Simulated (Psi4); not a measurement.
C₃H₃N₂ (SMILES C1=CN=C[N]1), doublet, at a GFN2-xTB geometry; B3LYP5/STO-3G run with Psi4.

Psi4 was given this input:
```
memory 2 GB

molecule mol {
0 2
  C    -0.986999   -0.455477    0.347890
  C    -0.788582    0.728510   -0.387384
  N     0.528432    0.872353   -0.569041
  C     1.109038   -0.170538    0.024668
  N     0.216841   -0.986955    0.585618
  H    -1.889690   -0.917100    0.693503
  H    -1.495083    1.437580   -0.768789
  H     2.167120   -0.333241    0.048202
}

set basis sto-3g
set reference uks
set scf_type pk
set puream true
set d_convergence 1e-8
set dft_radial_points 99
set dft_spherical_points 590

energy('b3lyp5')
print_variables()
```

What the program printed (banner, timings and long lists left out):

```
   => Loading Basis Set <=

    Name: STO-3G
    Role: ORBITAL
    Keyword: BASIS

         ---------------------------------------------------------
                                   SCF
               by Justin Turney, Rob Parrish, Andy Simmonett
                          and Daniel G. A. Smith
                              UKS Reference
         ---------------------------------------------------------

  ==> Geometry <==

    Molecular point group: c1
    Full point group: C1

    Geometry (in Angstrom), charge = 0, multiplicity = 2:

       Center              X                  Y                   Z               Mass
    ------------   -----------------  -----------------  -----------------  -----------------
         C           -1.005056923385    -0.452700076496     0.347488371237    12.000000000000
         C           -0.806639923385     0.731286923504    -0.387785628763    12.000000000000
         N            0.510374076615     0.875129923504    -0.569442628763    14.003074004430
         C            1.090980076615    -0.167761076496     0.024266371237    12.000000000000
         N            0.198783076615    -0.984178076496     0.585216371237    14.003074004430
         H           -1.907747923385    -0.914323076496     0.693101371237     1.007825032230
         H           -1.513140923385     1.440356923504    -0.769190628763     1.007825032230
         H            2.149062076615    -0.330464076496     0.047800371237     1.007825032230

  Running in c1 symmetry.

  Rotational constants: A =      0.34257  B =      0.33675  C =      0.16982 [cm^-1]
  Rotational constants: A =  10270.05738  B =  10095.49629  C =   5091.01436 [MHz]
  Nuclear repulsion =  155.160247292672977

  Charge       = 0
  Multiplicity = 2
  Electrons    = 35
  Nalpha       = 18
  Nbeta        = 17

  ==> Algorithm <==

  SCF Algorithm Type is PK.
  DIIS enabled.
  MOM disabled.
  Fractional occupation disabled.
  Guess Type is SAD.
  Energy threshold   = 1.00e-06
  Density threshold  = 1.00e-08
  Integral threshold = 1.00e-12

  ==> Primary Basis <==

  Basis Set: STO-3G
    Blend: STO-3G
    Number of shells: 18
    Number of basis functions: 28
    Number of Cartesian functions: 28
    Spherical Harmonics?: true
    Max angular momentum: 1

  ==> DFT Potential <==

   => LibXC <=

    Version 7.1.2
    S. Lehtola, C. Steigemann, M. J. T. Oliveira, and M. A. L. Marques,  SoftwareX 7, 1–5 (2018) (10.1016/j.softx.2017.11.002)

   => Composite Functional: B3LYP5 <=

    B3LYP5 Hyb-GGA Exchange-Correlation Functional

    P. J. Stephens, F. J. Devlin, C. F. Chabalowski, and M. J. Frisch,  J. Phys. Chem. 98, 11623 (1994) (10.1021/j100096a001)

    Deriv               =              1
    GGA                 =           TRUE
    Meta                =          FALSE

    Exchange Hybrid     =           TRUE
    MP2 Hybrid          =          FALSE

   => Exchange Functionals <=

    0.0800   Slater exchange
    0.7200         Becke 88

   => Exact (HF) Exchange <=

    0.2000               HF

   => Correlation Functionals <=

    0.1900   Vosko, Wilk & Nusair (VWN5)
    0.8100   Lee, Yang & Parr

   => LibXC Density Thresholds  <==

    XC_HYB_GGA_XC_B3LYP5:  1.00E-15

   => Molecular Quadrature <=

    Radial Scheme          =       TREUTLER
    Pruning Scheme         =           NONE
    Nuclear Scheme         =       TREUTLER

    Blocking Scheme        =         OCTREE
    BS radius alpha        =              1
    Pruning alpha          =              1
    Radial Points          =             99
    Spherical Points       =            590
    Total Points           =         433412
    Total Blocks           =           3095
    Max Points             =            256
    Max Functions          =             28
    Weights Tolerance      =       1.00E-15

  ==> Integral Setup <==

  Using in-core PK algorithm.
   Calculation information:
      Number of atoms:                   8
      Number of AO shells:              18
      Number of primitives:             54
      Number of atomic orbitals:        28
      Number of basis functions:        28

      Integral cutoff                 1.00e-12
      Number of threads:                 1

  Performing in-core PK
  Using 165242 doubles for integral storage.
  We computed 13847 shell quartets total.
  Whereas there are 14706 unique shell quartets.

  ==> DiskJK: Disk-Based J/K Matrices <==

    J tasked:                  Yes
    K tasked:                  Yes
    wK tasked:                  No
    Schwarz Cutoff:          1E-12

  Minimum eigenvalue in the overlap matrix is 1.9095387953E-01.
  Reciprocal condition number of the overlap matrix is 7.4323368278E-02.
    Using symmetric orthogonalization.

  ==> Pre-Iterations <==

  SCF Guess: Superposition of Atomic Densities via on-the-fly atomic UHF (no occupation information).

   -------------------------
    Irrep   Nso     Nmo
   -------------------------
     A         28      28
   -------------------------
    Total      28      28
   -------------------------

  ==> Iterations <==

                        Total Energy        Delta E     RMS |[F,P]|

   @UKS iter SAD:  -220.84279164240766   -2.20843e+02   0.00000e+00
   @UKS iter   1:  -222.39084673470313   -1.54806e+00   1.45999e-02 DIIS/ADIIS
   @UKS iter   2:  -221.99698116078508    3.93866e-01   3.28293e-02 DIIS/ADIIS
   @UKS iter   3:  -222.49423390486402   -4.97253e-01   2.88420e-03 DIIS/ADIIS
   @UKS iter   4:  -222.49798798425704   -3.75408e-03   1.68491e-03 DIIS/ADIIS
   @UKS iter   5:  -222.49976072575743   -1.77274e-03   3.90179e-04 DIIS/ADIIS
   @UKS iter   6:  -222.49998498679730   -2.24261e-04   1.34625e-04 DIIS/ADIIS
   @UKS iter   7:  -222.50001972715802   -3.47404e-05   2.69380e-05 DIIS
   @UKS iter   8:  -222.50002127593928   -1.54878e-06   1.19476e-05 DIIS
   @UKS iter   9:  -222.50002152230110   -2.46362e-07   4.00396e-06 DIIS
   @UKS iter  10:  -222.50002154201042   -1.97093e-08   2.39701e-07 DIIS
   @UKS iter  11:  -222.50002154207922   -6.88090e-11   1.95638e-07 DIIS
   @UKS iter  12:  -222.50002154209574   -1.65130e-11   7.59421e-08 DIIS
   @UKS iter  13:  -222.50002154209972   -3.97904e-12   8.84495e-09 DIIS
  Energy and wave function converged.

  ==> Post-Iterations <==

   Electrons on quadrature grid:
      Nalpha   =   17.9999997676 ; deviation = -2.324e-07
      Nbeta    =   16.9999997074 ; deviation = -2.926e-07
      Ntotal   =   34.9999994750 ; deviation = -5.250e-07

   @Spin Contamination Metric:   2.504527827E-02
   @S^2 Expected:                7.500000000E-01
   @S^2 Observed:                7.750452783E-01
   @S   Expected:                5.000000000E-01
   @S   Observed:                5.000000000E-01

    Orbital Energies [Eh]
    ---------------------

    Alpha Occupied:

       1A    -14.124956     2A    -14.124860     3A    -10.105122
       4A    -10.075338     5A    -10.074592     6A     -1.002706
       7A     -0.824442     8A     -0.735704     9A     -0.568691
      10A     -0.568239    11A     -0.483395    12A     -0.409637
      13A     -0.407608    14A     -0.403779    15A     -0.234177
      16A     -0.217785    17A     -0.216548    18A     -0.160825

    Alpha Virtual:

      19A      0.113261    20A      0.128489    21A      0.371687
      22A      0.388918    23A      0.396671    24A      0.415952
      25A      0.498325    26A      0.614222    27A      0.643659
      28A      0.698173

    Beta Occupied:

       1A    -14.126725     2A    -14.126629     3A    -10.097393
       4A    -10.070003     5A    -10.069262     6A     -0.994320
       7A     -0.824555     8A     -0.711276     9A     -0.559099
      10A     -0.556502    11A     -0.477663    12A     -0.404054
      13A     -0.398570    14A     -0.371678    15A     -0.217013
      16A     -0.213083    17A     -0.163035

    Beta Virtual:

      18A     -0.113347    19A      0.155782    20A      0.158232
      21A      0.384978    22A      0.401063    23A      0.401756
      24A      0.430813    25A      0.510817    26A      0.622409
      27A      0.650243    28A      0.708578

    Final Occupation by Irrep:
              A
    DOCC [    17 ]
    SOCC [     1 ]
    NA   [    18 ]
    NB   [    17 ]

  @UKS Final Energy:  -222.50002154209972

   => Energetics <=

    Nuclear Repulsion Energy =            155.1602472926729774
    One-Electron Energy =                -608.2010654670182248
    Two-Electron Energy =                 255.6549008024751402
    DFT Exchange-Correlation Energy =     -25.1141041702296093
    Empirical Dispersion Energy =           0.0000000000000000
    VV10 Nonlocal Energy =                  0.0000000000000000
    Total Energy =                       -222.5000215420997165

  UHF NO Occupations:
  HONO-2 :   16  A 1.9952787
  HONO-1 :   17  A 1.9930262
  HONO-0 :   18  A 1.0000000
  LUNO+0 :   19  A 0.0069738
  LUNO+1 :   20  A 0.0047213
  LUNO+2 :   21  A 0.0003060
  LUNO+3 :   22  A 0.0001992

Computation Completed

Properties will be evaluated at   0.000000,   0.000000,   0.000000 [a0]

Properties computed using the SCF density matrix

 Multipole Moments:

 ------------------------------------------------------------------------------------
     Multipole            Electronic (a.u.)      Nuclear  (a.u.)        Total (a.u.)
 ------------------------------------------------------------------------------------

 L = 1.  Multiply by 2.5417464519 to convert [e a0] to [Debye]
 Dipole X            :          0.6596966           -1.1943585           -0.5346619
 Dipole Y            :         -0.1014412            0.1836574            0.0822162
 Dipole Z            :          0.0146730           -0.0265658           -0.0118927
 Magnitude           :                                                    0.5410770

 ------------------------------------------------------------------------------------

  Variable Map:
  ----------------------------------------------------------------------------
  "CURRENT ENERGY"              =>    -222.500021542100
  "CURRENT REFERENCE ENERGY"    =>    -222.500021542100
  "DD SOLVATION ENERGY"         =>       0.000000000000
  "DFT FUNCTIONAL TOTAL ENERGY" =>    -222.500021542100
  "DFT TOTAL ENERGY"            =>    -222.500021542100
  "DFT VV10 ENERGY"             =>       0.000000000000
  "DFT XC ENERGY"               =>     -25.114104170230
  "GRID ELECTRONS ALPHA"        =>      17.999999767568
  "GRID ELECTRONS BETA"         =>      16.999999707391
  "GRID ELECTRONS TOTAL"        =>      34.999999474959
  "NUCLEAR REPULSION ENERGY"    =>     155.160247292673
  "ONE-ELECTRON ENERGY"         =>    -608.201065467018
  "PCM POLARIZATION ENERGY"     =>       0.000000000000
  "PE ENERGY"                   =>       0.000000000000
  "SCF ITERATION ENERGY"        =>    -222.500021542100
  "SCF ITERATIONS"              =>      13.000000000000
  "SCF TOTAL ENERGY"            =>    -222.500021542100
  "TWO-ELECTRON ENERGY"         =>     255.654900802475
  "XC GRID RADIAL POINTS"       =>      99.000000000000
  "XC GRID SPHERICAL POINTS"    =>     590.000000000000
  "XC GRID TOTAL POINTS"        =>  433412.000000000000

  Array Variable Map:
  ----------------------------------------------------------------------------
  "CURRENT DIPOLE"              =>      -0.534661891619 ... -0.011892733712 1 by 3
  "SCF DIPOLE"                  =>      -0.534661891619 ... -0.011892733712 1 by 3
  "SCF TOTAL ENERGIES"          =>    -220.842791642408 ... -222.500021542100 1 by 14
```
